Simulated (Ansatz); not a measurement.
Si₄⁺. The state is a doublet with charge 1. Geometry r2SCAN-D4/def2-TZVP.

```xyz
4

Si   -0.5722    0.2325    1.1675
Si    1.6679    0.3746    0.7433
Si    0.5726   -0.2334   -1.1681
Si   -1.6683   -0.3738   -0.7427
```

LC-ωPBE has ω = 0.4 bohr⁻¹. At HF/6-31G the charge 1 doublet is spin-contaminated (final ⟨S²⟩ up to 1.43, 0.75 for a pure state). The structure comes from a short search, and lower isomers may exist.

Problem. Estimate the α-spin orbital energies around the gap (eV) in Ansatz with HF/6-31G, PBE-D4/def2-TZVP, revPBE-D4/def2-TZVP, r2SCAN-D4/def2-TZVP, LC-ωPBE/def2-TZVP.

Solution. 
```
orbital  HF/6-31G  PBE-D4/def2-TZVP  revPBE-D4/def2-TZVP  r2SCAN-D4/def2-TZVP  LC-ωPBE/def2-TZVP
HOMO−13   -121.53           -100.03               -99.99              -102.22            -106.03
HOMO−12   -121.43           -100.03               -99.99              -102.21            -106.02
HOMO−11   -121.39            -99.92               -99.88              -102.11            -105.91
HOMO−10   -121.11            -99.92               -99.88              -102.11            -105.91
 HOMO−9   -120.93            -99.90               -99.86              -102.10            -105.89
 HOMO−8   -120.88            -99.90               -99.86              -102.10            -105.89
 HOMO−7    -28.53            -20.43               -20.39               -21.10             -26.17
 HOMO−6    -23.76            -17.44               -17.41               -17.93             -22.43
 HOMO−5    -21.18            -15.81               -15.77               -16.18             -20.34
 HOMO−4    -17.95            -13.52               -13.49               -13.81             -17.58
 HOMO−3    -15.42            -11.97               -11.94               -12.21             -15.28
 HOMO−2    -14.37            -11.81               -11.77               -12.01             -14.55
 HOMO−1    -13.98            -11.13               -11.10               -11.31             -14.33
   HOMO    -13.90            -10.76               -10.75               -11.08             -14.11
   LUMO     -6.17             -9.47                -9.43                -9.45              -6.88
 LUMO+1     -4.97             -8.35                -8.30                -8.29              -5.76
 LUMO+2     -4.41             -8.16                -8.12                -8.10              -5.56
 LUMO+3     -2.32             -6.69                -6.64                -6.49              -3.42
 LUMO+4     -2.16             -5.69                -5.63                -5.36              -2.82
 LUMO+5     -1.04             -5.08                -5.02                -4.77              -2.36
 β HOMO    -13.62            -11.05               -11.02               -11.22             -14.02
 β LUMO     -6.45             -9.87                -9.81                -9.73              -7.43
```
